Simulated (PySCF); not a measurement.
Dipole response of Kr⁺ (krypton, charge +1)

[Ar] 3d10 4s2 4p5, 2P determinant. All numbers are calculated (PySCF 2.14, a scalar-relativistic core potential, in aug-cc-pV5Z-PP with ECP10MDF (8s7p6d4f3g2h, 136 functions)). Coupled (time-dependent) response in atomic units; α is the mean over directions.

| method | mean α (bohr³) | α xx, yy, zz | C₆ (like pair) | S(−4) |
| --- | --- | --- | --- | --- |
| PBE0 | 10.86 | 10.43, 11.07, 11.07 | 66.71 | 21.77 |
| BHandHLYP | 10.73 | 10.33, 10.93, 10.93 | 65.66 | 21.13 |

S(−4) is the Cauchy moment in α(ω) = α(0) + S(−4) ω² + …

Spin-orbit coupling is absent.

α(iu) at PBE0:

```tsv
u (hartree)	α(iu) (bohr³)
0	10.86
0.0500	10.80
0.100	10.64
0.200	10.06
0.300	9.237
0.500	7.383
0.750	5.392
1.00	3.972
1.50	2.332
2.00	1.519
3.00	0.8025
5.00	0.3552
```

A single London oscillator, α(iu) = α/(1 + u²/ω²), gives C₆ = (3/4) ω α². Matching the computed C₆ needs ω = 4 × 66.71 / (3 × 10.86²) = 0.754 hartree.

For an ion, C₆ is the dispersion term alone; charge-induced terms of lower order in 1/R come first.

The components differ because the open shell of this determinant is not spherical; for a pure term their mean is the scalar polarisability.

Energies and moments cover only the electrons outside the core potential.
